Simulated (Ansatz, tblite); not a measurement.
Removing and adding an electron: In8Sb8H22, a nanocrystal cut from wurtzite InSb (hydrogen-capped). Total charge 0; singlet. Geometry: PBE-D4/def2-SVP. Ansatz, gas phase; energy differences of separate SCF runs; the oxidised species was run as a doublet alone; the reduced species was run as a doublet alone.

Cartesian coordinates in Å:
```
In -4.4811 -1.8118 2.6946
Sb -3.7564 -3.2572 0.2275
Sb -2.4937 0.2045 2.1115
In 0.1887 -0.7214 2.3843
In -1.7001 -2.6401 -1.6975
Sb 0.5917 -2.2065 -0.0500
Sb 2.0507 1.4214 2.1200
In 4.7780 0.6684 2.7120
In 2.7991 -1.4346 -1.6889
Sb 4.8817 -0.9435 0.2439
In -3.1006 1.6584 -0.2582
Sb -2.2333 0.0549 -2.4442
Sb -0.9684 3.6132 -0.1636
In 1.8566 2.9865 -0.2485
In -0.3880 1.4768 -4.1848
Sb 1.9149 1.1665 -2.4359
H -3.9231 -2.8314 3.9832
H -6.0621 -1.1676 2.3783
H -3.5140 -4.9242 0.5787
H -5.1657 -3.5145 -0.7254
H -2.6164 1.4110 3.3364
H 0.4512 -1.7138 3.7956
H -1.5468 -3.8226 -2.9668
H 1.0143 -3.7900 0.4788
H 1.5498 2.5266 3.3444
H 4.8002 -0.4951 3.9994
H 5.8256 2.0177 2.4014
H 3.2620 -2.5343 -2.9575
H 5.5020 -2.5092 0.5972
H 6.2349 -0.4623 -0.7037
H -4.6744 2.3973 -0.3576
H -3.6877 -0.1004 -3.3538
H -1.1926 4.4385 1.3295
H -1.3276 4.9625 -1.1687
H 2.8493 4.4142 -0.3434
H -0.1369 0.5486 -5.6288
H -0.8367 3.1522 -3.9996
H 3.2548 1.7615 -3.3400
```

In the def2 sets In, Sb take a core potential; there is no spin–orbit coupling. The xTB rows come from tblite. Single mean-field runs in def2-SVP are fitted with def2-universal-jkfit. HOMO above LUMO, or a gap near zero within one spin, warns that the state may not be the lowest or that an electron is smeared out.

Task: Estimate orbital energies and vertical ionisation energies and electron affinities at: GFN1-xTB; GFN2-xTB; PBE-D4/def2-SVP; PBE0-D4/def2-SVP.

Result: 
```csv
level,−HOMO (eV),vertical IE (eV),−LUMO (eV),vertical EA (eV),HOMO–LUMO gap (eV),IE − EA (eV),remarks
GFN1-xTB,9.48,10.75,7.49,6.30,1.99,4.45,–
GFN2-xTB,10.30,11.54,7.73,6.40,2.57,5.14,–
PBE-D4/def2-SVP,5.65,7.07,2.66,1.45,2.99,5.62,"gap within one spin near zero (+1 doublet), gap within one spin near zero (-1 doublet)"
PBE0-D4/def2-SVP,6.50,7.50,2.03,1.21,4.46,6.30,–
```

   Raw xTB energy differences between charge states are shifted by several eV; the methods need an empirical correction for them. Sets without diffuse functions give affinities that are too small.
